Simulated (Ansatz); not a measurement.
**A geometry optimisation of CH6Ge2 with PBE0-D3(BJ)/def2-SVP**

The starting geometry of this gas-phase singlet was optimised with GFN2-xTB.

```xyz
9

C     0.6660    1.5466   -0.3754
Ge   -1.0625   -1.6875    1.5455
Ge   -0.8219    0.2180   -0.0466
H     0.2809    2.5054   -0.7161
H     0.2521   -0.9929    2.1666
H    -0.1105   -2.0902    0.2521
H    -1.3891    0.2078   -1.5655
H     1.3292    1.1542   -1.1460
H     1.2457    1.7043    0.5332
```

**Question.** Predict what it relaxes into with PBE0-D3(BJ)/def2-SVP.

**Answer.** A new bond forms, giving a structure with H6 bridging Ge2 and Ge3, given below by its coordinates. Distances that change by over a tenth: Ge2–H6 (1.66 → 1.88 Å). Contacts that close: Ge3–H6 (2.43 → 1.73 Å).

The energy falls by 0.52 eV over 15 steps:

| step | E − E(last) (eV) |
| --- | --- |
| 1 | 0.522 |
| 3 | 0.200 |
| 4 | 0.068 |
| 6 | 0.004 |
| 7 | 0.001 |
| 9 | 0.000 |
| 10 | 0.000 |
| 12 | 0.000 |
| 13 | 0.000 |
| 15 | 0.000 |

Final geometry (Å):

```xyz
9

C     0.6756    1.4067   -0.3472
Ge   -1.0626   -1.5451    1.5531
Ge   -0.7535    0.0828   -0.1496
H     0.2234    2.4032   -0.4684
H     0.1784   -0.8365    2.2702
H    -0.0063   -1.4753    0.0007
H    -1.4622   -0.0729   -1.5223
H     1.2855    1.1927   -1.2369
H     1.3115    1.4102    0.5483
```

Frequencies at the end are all real (lowest 112 cm⁻¹). Run with Ansatz 0.2.0, 30 s on 2 threads of Intel(R) Xeon(R) Platinum 8488C (Sapphire Rapids), with other jobs on the host.
